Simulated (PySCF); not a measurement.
# Indium: a sound run and one with changed settings

Sound run: In⁺ [Kr] 4d10 5s2, In²⁺ [Kr] 4d10 5s1. Computed with PySCF 2.14 in cc-pVDZ-PP with ECP28MDF (4s3p2d, 23 functions), with a scalar-relativistic core potential. In the sound run the correlated levels freeze 4s2 4p6 4d10 outside the core potential. The sound run starts from symmetry-adapted Hartree-Fock orbitals and uses a fine grid where one is needed.

Changed run: all electrons correlated in a basis built for the valence shell.

| species | method | sound run (hartree) | changed run (hartree) | converged |
| --- | --- | --- | --- | --- |
| In⁺ | MP2 | -189.03461 | -189.05865 | yes |
| In²⁺ | MP2 | n/a | -188.40583 | yes |

Ionisation energy of In⁺:

```tsv
method	sound run (eV)	changed run (eV)
UHF	17.011	17.011
MP2	17.575	17.764
SCS-MP2	17.688	17.860
```

A valence basis has no tight correlating functions, so it recovers only part of the core correlation, and not evenly between atom and ion.

For comparison, NIST gives 18.870 eV between the lowest levels.
